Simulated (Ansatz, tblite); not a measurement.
Spin states of the cluster Au₂O₂⁻ (the lowest doublet isomer of a short search), each relaxed with PBE-D4/def2-TZVPD in Ansatz. Electronic energies in the gas phase.

In the def2 sets Au takes a core potential; there is no spin–orbit coupling. The xTB rows come from tblite. LC-ωPBE has ω = 0.4 bohr⁻¹. HSE06 is defined as in plane-wave codes, on full-range PBE exchange. Correlated methods freeze 2 core orbitals; core or outer-core shells of Au are correlated, in sets that lack core-valence functions. The rows differ in basis, and correlated rows in double-zeta sets carry the largest basis error. The structure holds 1 bond(s) between oxygen atoms. In the quartet geometry the species has come apart into loosely held pieces. The structure comes from a short search, and lower isomers may exist.

Doublet geometry (Cs within 0.1 Å):

Cartesian coordinates in Å:
```
Au 2.356 -1.677 1.261
Au 0.354 -0.478 0.179
O -1.313 0.423 -0.728
O -1.396 1.733 -0.713
```

Quartet geometry (Cs within 0.1 Å):

```xyz
4

Au   -1.365    2.170    0.520
Au   -1.716   -0.384   -0.073
O     1.039   -1.247   -0.301
O     2.042   -0.538   -0.146
```

⟨S²⟩: doublet 0.76 at PBE0-D4/def2-TZVPD (pure 0.75), quartet 3.78 at PBE0-D4/def2-TZVPD (pure 3.75).

Run but left out: MP2/def2-SVPD, MP2/def2-TZVPD (quartet: ⟨S²⟩ 3.92 to 3.93, where a pure state has 3.75).

Only these spin states were relaxed. Higher spins weren't run and may lie lower. The quartet has fallen apart into loose fragments. The quartet has other bonds than the doublet, so the gap mixes isomer and spin.

(1) Estimate which spin state lies lowest at each of these levels, and by how much: GFN1-xTB; GFN2-xTB; HF/def2-SVPD; HF/def2-TZVPD; PBE-D4/def2-TZVPD; BLYP-D4/def2-TZVPD; r2SCAN-D4/def2-TZVPD; PBE0-D4/def2-TZVPD; r2SCAN0-D4/def2-TZVPD; HSE06-D4/def2-TZVPD; LC-ωPBE/def2-TZVPD; B2PLYP/def2-TZVPD; RPA@PBE/def2-TZVPD; CCSD/def2-SVPD; CCSD(T)/def2-SVPD.

Results:

(1) 
| level | quartet − doublet (kcal/mol) | lowest of these | remarks |
| --- | --- | --- | --- |
| GFN1-xTB | 51.5 | doublet | – |
| GFN2-xTB | 85.5 | doublet | – |
| HF/def2-SVPD | 14.3 | doublet | spin-contaminated (⟨S²⟩ 3.92) (quartet) |
| HF/def2-TZVPD | 10.8 | doublet | spin-contaminated (⟨S²⟩ 3.93) (quartet) |
| PBE-D4/def2-TZVPD | 27.5 | doublet | HOMO above zero (quartet) |
| BLYP-D4/def2-TZVPD | 26.5 | doublet | HOMO above zero (quartet) |
| r2SCAN-D4/def2-TZVPD | 25.6 | doublet | – |
| PBE0-D4/def2-TZVPD | 25.7 | doublet | – |
| r2SCAN0-D4/def2-TZVPD | 23.4 | doublet | – |
| HSE06-D4/def2-TZVPD | 25.5 | doublet | HOMO above zero (quartet) |
| LC-ωPBE/def2-TZVPD | 31.2 | doublet | – |
| B2PLYP/def2-TZVPD | 26.3 | doublet | – |
| RPA@PBE/def2-TZVPD | 28.8 | doublet | – |
| CCSD/def2-SVPD | 25.5 | doublet | spin-contaminated (⟨S²⟩ 3.92) (quartet) |
| CCSD(T)/def2-SVPD | 26.9 | doublet | spin-contaminated (⟨S²⟩ 3.92) (quartet) |

Change of the quartet − doublet gap on mixing in exact exchange, in kcal/mol: PBE to PBE0 (25 % exact exchange) -1.8; r2SCAN to r2SCAN0 (25 % exact exchange) -2.2. The xTB methods have no term that favours high spin, so they put low spin too low.
